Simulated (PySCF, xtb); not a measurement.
H7OSi2, SMILES [SiH3][OH+][SiH3], charge +1.

The structure is a stationary point at PBE0-D3(BJ)/def2-SVP. A frequency run showed that this geometry is not a minimum. The isomer is the one that the SMILES or the coordinates give; other isomers of the formula were not compared.

Method: C-PCM-M06-2X/def2-SVP (PySCF).

The values are the electrostatic part of the solvation free energy, E(continuum) − E(gas) at the gas-phase geometry, in a cavity of scaled van der Waals radii (PySCF's table); cavitation and dispersion terms are not included. In vacuum the orbital gap is 10.84 eV.

Task: Estimate the values in water (ε = 78.36), acetone (ε = 20.49), 2-propanol (ε = 19.26). (Estimate from the structure and the level; the computed values follow.)

Result: 
```csv
solvent,ε,ΔG(elec) (kcal/mol),gap (eV)
water,78.36,-57.4,10.99
acetone,20.49,-55.3,10.99
2-propanol,19.26,-55.1,10.99
```

For comparison, GFN2-xTB/ALPB(water) (xtb, at the GFN2-xTB geometry, all terms of that model) gives -47.2 kcal/mol.
